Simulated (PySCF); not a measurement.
## Radial density of Ar (argon, neutral)

UHF, [Ar], closed-shell 1S. All numbers are calculated (PySCF 2.14, the spin-free X2C one-electron Hamiltonian (Gaussian nucleus), in x2c-TZVPall).

```tsv
r (bohr)	4πr²ρ (e/bohr)
0.00144	0.1147
0.00242	0.3064
0.00407	0.7812
0.00685	1.936
0.0115	4.502
0.0194	9.400
0.0326	16.29
0.0548	20.90
0.0922	17.75
0.155	14.75
0.261	20.76
0.439	14.75
0.738	4.484
1.24	5.761
2.09	2.652
3.51	0.2568
5.91	0.0008206
```

Densities and radii are taken from the X2C orbitals without a picture-change correction, which distorts them close to the nucleus.
